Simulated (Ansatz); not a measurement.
The first iterations of a band of C3H10Si + FH (16 atoms, charge 0, multiplicity 1).

These are results of RKS r2SCAN/6-31G* (Ansatz 0.2.0), not measurements.

```yaml
movable_images: 5
climbing_image: yes
spring: 5.0 eV/Å²
optimiser: quadratic models (default)
start_path: through a guess of the saddle point
force_threshold: 0.03 eV/Å
iteration_limit: 60
end_points: relaxed
```

Initial state:

```xyz
16
Properties=species:S:1:pos:R:3
Si 0.256 -0.184 0.054
H 1.586 0.501 0.282
C 0.561 -2.037 0.166
C -0.349 0.322 -1.652
C -0.919 0.413 1.393
H 1.257 2.309 0.165
F 0.674 3.034 0.034
H 1.278 -2.373 -0.593
H 0.954 -2.321 1.150
H -0.373 -2.593 0.009
H -0.434 1.414 -1.710
H 0.338 -0.008 -2.441
H -1.336 -0.108 -1.867
H -0.568 0.134 2.395
H -1.922 -0.011 1.260
H -1.004 1.506 1.355
```

Final state:

```xyz
16
Properties=species:S:1:pos:R:3
Si -0.140 -0.047 -0.140
H 3.684 2.479 1.322
C 0.536 -1.779 0.071
C -0.930 0.174 -1.821
C -1.334 0.388 1.234
H 3.103 2.150 0.998
F 1.117 0.988 -0.047
H 1.267 -2.021 -0.711
H 1.033 -1.900 1.041
H -0.268 -2.525 0.014
H -1.287 1.201 -1.963
H -0.220 -0.047 -2.629
H -1.790 -0.497 -1.943
H -0.860 0.302 2.219
H -2.205 -0.282 1.225
H -1.705 1.415 1.131
```

| iteration | highest image above the first end (eV) | largest band force component (eV/Å) |
| --- | --- | --- |
| 1 | 1.366 | 11.436 |
| 2 | 1.274 | 2.681 |
| 3 | 0.884 | 1.460 |
| 4 | 0.899 | 1.491 |
| 5 | 0.828 | 0.685 |
| 6 | 0.680 | 0.500 |
| 7 | 0.690 | 0.547 |

Problem. Does the band converge within its limit, and where does its top end?

Solution. It converged. It ended after 23 iterations with the highest image 1.196 eV above the first end. Neighbouring images differ by up to 2.2 eV, so the band resolves the path poorly. A vibrational analysis at the climbing image gives one clearly imaginary mode, 926i cm⁻¹: a first-order saddle point. The orbitals stay closed-shell, which can raise the energy where a bond breaks towards radicals; this wasn't checked here.

Time of the run: 3 min on 2 threads of AMD EPYC 9R45 96-Core Processor (Zen 5) (shared host), peak memory 0.2 GiB.
